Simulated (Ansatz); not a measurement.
Spectroscopic constants of CsW, multiplicity 6 (lowest of 2S+1 = 2, 4, 6, 8 at CCSD(T)/def2-TZVPP on PBE0 minima; our sources give no spin for the ground state, which may be another). No spin–orbit coupling. The T1 diagnostic near the minimum is 0.093, so single-reference values are doubtful.

Constants: fifth-degree fit in 1/R to seven points, most abundant isotopes. In def2 and cc sets the state is the lowest found near the PBE0 minimum, followed along R.

The values were computed with Ansatz (Gaussian basis) for Hartree–Fock, density functionals and correlated methods. Values without a source in brackets are computed. In def2 rows elements past Kr take small-core potentials, without spin–orbit coupling.

| level | r_e (Å) | ω_e (cm⁻¹) | B_e (cm⁻¹) | ω_e x_e (cm⁻¹) | dipole (D) |
|---|---|---|---|---|---|
| PBE/def2-TZVPP | 3.414 | 74 | 0.0187 | 0.13 | 7.71 |
| r2SCAN/def2-TZVPP | 3.471 | 63 | 0.0181 | 0.093 | 8.68 |
| B97M-V/def2-TZVPP | 3.637 | 58 | 0.0165 | 0.028 | 7.39 |
| B3LYP/def2-TZVPP | 3.453 | 75 | 0.0183 | 0.13 | 8.68 |
| PBE0/def2-TZVPP | 3.442 | 72 | 0.0184 | 0.13 | 8.15 |
| BHLYP/def2-TZVPP | 3.485 | 73 | 0.0180 | 0.12 | 9.13 |
| CAM-B3LYP/def2-TZVPP | 3.436 | 77 | 0.0185 | 0.11 | 9.25 |
| wB97X-V/def2-TZVPP | 3.429 | 78 | 0.0186 | 0.10 | 9.76 |
| wB97M-V/def2-TZVPP | 3.423 | 79 | 0.0186 | 0.10 | 9.54 |
| B2PLYP/def2-TZVPP | 3.406 | 79 | 0.0188 | 0.11 | - |

Correlated levels freeze the inner cores; with def2 sets outer-core shells near the valence are correlated too.

Doubts at one or more of the structures used: a spin-contaminated determinant (r2SCAN/def2-TZVPP, B97M-V/def2-TZVPP, PBE0/def2-TZVPP, B2PLYP/def2-TZVPP).

Ansatz is a program for electronic structure.
